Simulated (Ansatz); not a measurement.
C₂H₉InN (SMILES [CH3][In+]([CH3])<-[NH3]), charge +1, singlet, at a GFN2-xTB geometry (such geometries of metal compounds can be far from the true shape) (all electrons, no relativity). Base run: HF/STO-3G run with Ansatz (a program for electronic structure).

Geometry (Å):
```xyz
13

In     0.0103     0.2581     0.0699
C      1.7380     0.8469    -1.2604
H      2.6174     0.3102    -0.9091
H      1.8824     1.9229    -1.1858
H      1.4769     0.5559    -2.2763
C     -1.6972     0.2300     1.5482
H     -2.5664    -0.1717     1.0303
H     -1.8789     1.2479     1.8877
H     -1.4004    -0.4103     2.3770
N     -0.0833    -2.1443    -0.5770
H     -0.7463    -2.3144    -1.3321
H     -0.3688    -2.7436     0.1965
H      0.8177    -2.4940    -0.9008
```
Charge +1, spin multiplicity 1.
All else is at Ansatz's defaults.

Each row names what was changed in the base input (with any setting that the change needs).

```csv
change,E (Eh)
base,-5816.57658
functional = pbe0,-5819.01344
functional = hse06,…
functional = pbe0; dispersion = d3bj,-5819.02056
functional = r2scan,-5819.54833
functional = pbe; dispersion = d3bj,-5818.65415
functional = cam_b3lyp,…
functional = B97M-V,-5819.14228
functional = wB97M-V,…
functional = pbe0; dispersion = d4,-5819.01919
functional = wB97X,-5819.57968
functional = b3lyp5,…
functional = lc_wpbe,-5818.78080
```

Q: Fill in the missing entries.

A: 
- functional = hse06, E (Eh): -5819.02429
- functional = cam_b3lyp, E (Eh): -5819.52412
- functional = wB97M-V, E (Eh): -5819.51564
- functional = b3lyp5, E (Eh): -5819.13795

Totals shift with the method and basis; they matter in differences.
